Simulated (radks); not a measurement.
Results of a calculation; reference values are marked as such.
Q: Species: the xenon ion Xe+. Configuration: [Kr] 4d10 5p6 5s(up 0.75, down 0.25) (fractional occupations, a model configuration). Code: a radial shooting solver on a logarithmic mesh with Libxc functionals. Model: scalar-relativistic Kohn-Sham, LDA (Slater exchange, Perdew-Wang correlation), spin-polarised, spherical densities, finite nucleus; Fermi nuclear charge, rms radius 4.7859 fm. Some entries of the table are withheld. Estimate them.

orbital  occ.  eigenvalue (eV)  r(max) (bohr)
1s up       1        -34344.43        0.01717
1s down     1        -34344.39        0.01717
2s up       1        -5355.926        0.09706
2s down     1        -5355.904        0.09706
2p up       3        -4809.950        0.07782
2p down     3        -4809.927        0.07782
3s up       1        -1104.224         0.2793
3s down     1        -1104.191         0.2793
3p up       3        -927.8310         0.2731
3p down     3        -927.7977         0.2731
3d up       5        -665.4088         0.2257
3d down     5        -665.3777         0.2257
4s up       1        -208.4378         0.6608
4s down     1        -208.3688         0.6608
4p up       3        -152.4734         0.6931
4p down     3        -152.3932         0.6931
4d up       5         -70.8440            (1)
4d down     5         -70.7221            (2)
5s up    0.75              (3)          1.600
5s down  0.25              (4)          1.600
5p up       3         -17.8947          1.851
5p down     3         -17.5920          1.855

A: 
(1) 4d up r(max) (bohr): 0.7480
(2) 4d down r(max) (bohr): 0.7478
(3) 5s up eigenvalue (eV): -30.2431
(4) 5s down eigenvalue (eV): -29.8810
